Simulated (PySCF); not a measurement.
Calculated NMR data

[PySCF: σ from GIAO-PBE0/pcSseg-1; geometry from GFN2-xTB; spin–spin couplings from B3LYP/pcJ-1 (spin–dipole term left out of most H,H and C,H couplings); fast rotation and ring inversion assumed for equivalent nuclei; no solvent model; one computed conformer; no relativistic terms]

Referencing at the same level of theory: TMS for $^{1}$H and $^{13}$C. Multiplet labels drop J under 1 Hz and among equivalent protons, and merge close values. Unscaled 3J(H,H) run several per cent high. Splittings of carbon signals by F and P are missing where no couplings were computed. Where no couplings were computed, multiplicities follow the n + 1 count of equivalent neighbours, and m marks all less simple cases (inequivalent or close neighbours, rings, F or P nearby). Shifts are as computed. Against solution values, carbons near 30 ppm lie about +3 ppm off and those near 130 ppm about +5 ppm. Of 1211 compounds with measured shifts, 218 miss one by over three times the rms of a fit or turn the order of signals round; such compounds aren't used in these exercises.

Compound 1 (C8H13PSi). $^{1}$H NMR (400 MHz, computed): δ 9.30 (m, 1H), 9.26 (m, 1H), 8.15 (m, 1H), 7.85 (m, 1H), 0.30 (s, 9H). $^{13}$C{$^{1}$H} NMR (computed): δ 169.9 (CH), 166.3 (CH), 151.8 (C), 138.4 (CH), 136.5 (CH), -0.7 (CH3). Structure: `C[Si](C)(C)c1cccpc1`.

Compound 2 (C4H5NO). $^{1}$H NMR (400 MHz, computed): δ 7.67 (d, J = 1.2 Hz, 1H), 7.26 (d, J = 1.2 Hz, 1H), 2.60 (s, 3H). $^{13}$C{$^{1}$H} NMR (computed): δ 166.0 (C), 144.3 (CH), 135.1 (CH), 16.5 (CH3). Structure: 2-Methyloxazole (Cc1ncco1).
